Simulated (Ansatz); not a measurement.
Cost and result for the atomization energy of C₃H₉BS (`CCBSC`) (14 atoms, 13 bonds).

```xyz
14

C    -1.026   -1.951    0.400
C    -0.268   -0.699   -0.027
B    -0.432    0.539    0.918
S     0.355    2.105    0.678
C     1.332    1.925   -0.832
H    -0.876   -2.778   -0.300
H    -2.100   -1.759    0.462
H    -0.702   -2.289    1.387
H     0.803   -0.921   -0.131
H    -0.573   -0.400   -1.041
H    -1.122    0.518    1.897
H     1.831    2.876   -1.015
H     0.692    1.689   -1.681
H     2.085    1.146   -0.715
```

The species carries charge 0 and has multiplicity 1. The geometry is a stationary point of PBE0-D4/def2-TZVP. It is one conformer, not always the lowest. Program: Ansatz. All runs use 4 threads of an Arm Neoverse V1 on a shared host. Times are those of one run each, without the atoms' runs, and a repeat can differ threefold. Electronic energies, without spin–orbit coupling; frozen cores. CCSD(T)/CBS adds CCSD(T) − MP2 in def2-TZVPP to the MP2 limit, and its time is that of the two runs behind it. T1 = 0.012. B3LYP takes the VWN-RPA correlation (the form of Gaussian; ORCA's B3LYP/G).

CCSD(T)/CBS is a level of theory with its own doubt, some kJ/mol a heavy atom from the limit and from the frozen cores, so smaller differences don't rank the functionals.

| level | functions | wall time | atomization (kcal/mol) | difference from CCSD(T)/CBS | per bond |
| --- | --- | --- | --- | --- | --- |
| PBE-D4/def2-TZVPP (with forces) | 292 | 3.5 s | 1290.1 | 25.0 | 1.9 |
| PBE0-D4/def2-TZVPP | 292 | 4.1 s | 1277.2 | 12.1 | 0.9 |
| r2SCAN-D4/def2-TZVPP (with forces) | 292 | 6.5 s | 1274.7 | 9.6 | 0.7 |
| B3LYP-D4/def2-TZVPP (with forces) | 292 | 7 s | 1270.1 | 5.0 | 0.4 |
| B2PLYP/def2-TZVPP | 292 | 8 s | 1256.0 | -9.1 | -0.7 |
| ωB97X-V/def2-TZVPP | 292 | 10 s | 1270.7 | 5.6 | 0.4 |
| ωB97M-V/def2-TZVPP (with forces) | 292 | 15 s | 1273.4 | 8.3 | 0.6 |
| MP2/def2-QZVPP | 568 | 35 s | 1265.8 | 0.7 | 0.1 |
| CCSD(T)/def2-TZVPP | 292 | 4.7 min | 1238.3 | -26.8 | -2.1 |
| CCSD(T)/CBS(def2) | – | 5.3 min | 1265.1 | 0.0 | 0.0 |

From PBE to PBE0 (25 % exact exchange), in def2-TZVPP and without D4, the atomization energy moves by −11.9 kcal/mol: exact exchange takes away binding that semilocal exchange gives to molecules. In def2-TZVPP, CCSD(T) changes the Hartree–Fock value by +271.9 kcal/mol (the triples alone add +15.2 kcal/mol) and MP2 by +283.7 kcal/mol; breaking electron pairs costs correlation energy, which Hartree–Fock lacks. The D4 term adds +10.3 kcal/mol with B3LYP and +5.4 kcal/mol with PBE0; it sums over pairs of atoms, weighted by their polarisabilities, and B3LYP, whose exchange is more repulsive, gets the larger term.
